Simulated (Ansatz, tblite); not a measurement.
Cost and result up the ladder for Ge(GeH3)H3 (Ge2H6) (8 atoms). Total charge 0; singlet. Geometry: PBE0-D4/def2-TZVP.

```xyz
8

Ge    1.1369   -0.3434    0.2331
Ge   -1.1369    0.3432   -0.2334
H    -1.3135    0.6231   -1.7340
H    -1.4780    1.6221    0.5472
H    -2.1238   -0.7603    0.1787
H     2.1285    0.7203   -0.2635
H     1.4490   -1.6720   -0.4730
H     1.3378   -0.5328    1.7448
```

Ansatz on 4 threads of Intel Xeon on a shared host; xTB runs through tblite on one thread. Times are rough, summed over both states, and most runs start from the orbitals of an earlier one. PBE0-D4/def2-TZVP serves as the yardstick here, not as an exact answer. The other state is a doublet.

The xTB rows come from tblite.

Raw xTB energies of ions are shifted by several eV.

```csv
level,functions,wall time,vertical IE (eV),difference from PBE0-D4/def2-TZVP (eV)
GFN2-xTB,24,0.011 s,13.78,3.49
GFN1-xTB,30,0.023 s,14.26,3.97
PBE-D4/def2-TZVP,132,7.9 s,10.15,-0.14
PBE0-D4/def2-TZVP,132,10 s,10.29,0.00
r2SCAN-D4/def2-TZVP (with forces),132,15 s,10.23,-0.06
```
